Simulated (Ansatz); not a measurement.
The cluster Na₉⁺. Charge 1, multiplicity 1. Geometry r2SCAN/def2-SVP, basis def2-TZVP, Ansatz.

```xyz
9

Na   -1.3202   -0.4002    2.6583
Na   -0.0089    3.3774    2.3359
Na   -1.3383   -0.1464   -3.4284
Na    2.0148    0.6001   -2.1262
Na   -1.0087    1.5887   -0.4588
Na    1.9211    0.5442    1.4561
Na   -3.4696   -1.2195   -0.2151
Na    3.2958   -2.4456    0.1500
Na   -0.0859   -1.8987   -0.3718
```

| run | HOMO (eV) | LUMO (eV) |
| --- | --- | --- |
| A | -7.12 | -3.20 |
| B | -5.69 | -4.69 |
| C | -6.04 | -4.21 |
| D | -5.59 | -4.48 |
| E | -6.68 | -3.57 |

Another isomer (singlet) lies 0.11 eV lower at PBE0/def2-TZVP; other spin states weren't run for this one.

Task: The runs used CAM-B3LYP, PBE, PBE0, r2SCAN, ωB97M-V. Estimate which is which.

Result: A ωB97M-V (range-separated); B PBE (0 % exact exchange); C PBE0 (25 % exact exchange); D r2SCAN (0 % exact exchange); E CAM-B3LYP (range-separated). Exact exchange lowers occupied and raises empty levels; among semilocal functionals meta-GGAs tend to open the gap a little, and such runs are hard to tell apart. The gap grows from 1.00 eV (PBE) to 3.92 eV (ωB97M-V). The restricted singlet is unstable towards broken spin symmetry in Hartree–Fock (as tested in another run); at ωB97M-V/def2-TZVP, PBE/def2-TZVP, PBE0/def2-TZVP, r2SCAN/def2-TZVP and others this wasn't settled.
